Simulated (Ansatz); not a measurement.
Species: HAlBr2, SMILES `[Br][AlH][Br]` (charge 0, multiplicity 1).

Question: Give a relaxed geometry from Ansatz (a quantum-chemistry and plane-wave program) with r2SCAN-D4/def2-TZVP.

Answer: the end point of this relaxation (outside a Z-matrix the atoms follow the SMILES, hydrogens last).
Bonds (Å): Br1–Al2 2.243, Al2–Br3 2.243, Al2–H4 1.564. Angles (°): Br1–Al2–Br3 118.7, Br1–Al2–H4 120.7, Br3–Al2–H4 120.7.
